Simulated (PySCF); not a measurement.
A calculated (UHF, PySCF 2.14, x2c-TZVPPall with one added diffuse shell each of s, p, d, f type, scalar relativity by spin-free X2C-1e) atom or ion has these occupied shells.

| shell | electrons | orbital energy (eV) | rms radius, mean of both spins (bohr) |
| --- | --- | --- | --- |
| 1s α | 1 | -7185.2 | 0.0675 |
| 1s β | 1 | -7185.1 | 0.0675 |
| 2s α | 1 | -894.00 | 0.288 |
| 2s β | 1 | -890.72 | 0.288 |
| 2p α | 3 | -759.86 | 0.260 |
| 2p β | 3 | -756.55 | 0.260 |
| 3s α | 1 | -130.16 | 0.872 |
| 3s β | 1 | -120.44 | 0.872 |
| 3p α | 3 | -90.794 | 0.934 |
| 3p β | 3 | -79.025 | 0.934 |
| 3d α | 5 | -28.167 | 1.21 |
| 3d β | 1 | -22.720 | 1.21 |
| 4p α | 1 | -10.828 | 3.70 |

**Question.** Name the element and its charge.

**Answer.** Fe⁺ (iron, charge +1), in [Ar] 3d6 4p1, one real determinant (an excited configuration).
